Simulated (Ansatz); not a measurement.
`C=[C](F)[InH][CH3]` + H₂ → `C=[C](F)[InH2]` + CH₄ at 400 K and 1 bar (hydrogenolysis of the In–C bond).

Program: Ansatz. Geometries: PBE0-D4/def2-TZVP. ΔE: electronic, gas phase. CBS: MP2 limit from def2 TZ/QZ plus the TZ coupled-cluster correction, frozen cores. This one scheme is used for every species. Elements past krypton have def2 core potentials. For In outer-core shells are correlated without core-valence functions, which leaves a few kJ/mol of doubt a bond. One conformer a species, not always the lowest.

```tsv
species	CCSD(T)/CBS energy (Eh)	H − E (kJ/mol)	S (J/(mol·K))
`C=[C](F)[InH][CH3]`	-407.31865	233.4	430.7
H₂	-1.17544	38.0	139.0
`C=[C](F)[InH2]`	-368.04636	147.6	361.6
CH₄	-40.46206	131.3	197.2
```

H − E and S are ideal-gas, rigid-rotor, harmonic terms from PBE0-D4/def2-TZVP, for one conformer and one mirror image of each species. The MP2-based limit puts H₂ 0.8 mEh under its directly extrapolated value; such offsets cancel only in part. 1 Eh = 2625.50 kJ/mol, R = 8.31446 J/(mol·K).

Question: By hand: ΔE, ΔH, ΔS and ΔG.

Answer: ΔE = (-368.04636) + (-40.46206) − (-407.31865) − (-1.17544) = -0.01433 Eh = -37.6 kJ/mol. Δ(H − E) = 147.6 + 131.3 − 233.4 − 38.0 = 7.5, so ΔH = -30.1 kJ/mol. ΔS = 361.6 + 197.2 − 430.7 − 139.0 = -10.9 J/(mol·K). ΔG = -30.1 − 400 × (-10.9)/1000 = -25.7 kJ/mol.

Question: By hand: the equilibrium constant, and the temperature at which ΔG would vanish if ΔH and ΔS stayed fixed.

Answer: log₁₀ K = −ΔG/(RT ln 10) = 3.4. ΔG = 0 at ΔH/ΔS = 2761 K, far beyond where these terms or the molecules hold.

The number of gas molecules stays the same, so ΔS is small and ΔH decides. A doubt of 5 kJ/mol in ΔE shifts log₁₀ K by 0.7 here. Other conformers and mirror images would add mixing entropy, several J/(mol·K) or more a flexible species. Modes under 60 cm⁻¹, often nearly free rotors, make the harmonic entropy too high. These are equilibria of isolated gas molecules and say nothing of rates. Largest T1 diagnostic: 0.014 (customary marks: 0.02 for closed shells, 0.045 for open ones).
